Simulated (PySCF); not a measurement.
## Electron correlation in V (vanadium, neutral)

[Ar] 3d3 4s1 5s1, high-spin 6F determinant (an excited configuration). All numbers are calculated (PySCF 2.14, scalar relativity by spin-free X2C-1e, in aug-cc-pwCVTZ-DK). Frozen: [Ar]; 5 electrons correlated.

MP2 pair energies summed by pair of shells (mhartree):

```tsv
pair	energy	share (%)
3d-3d	-20.73	62.1
3d-4s	-9.68	29.0
4s-5s	-1.98	5.9
3d-5s	-1.01	3.0
```

Total MP2 correlation energy: -33.40 mhartree.

Same-spin part -33.40 and opposite-spin part 0.00 mhartree; SCS-MP2 scales them by 1/3 and 6/5 to -11.13 mhartree.
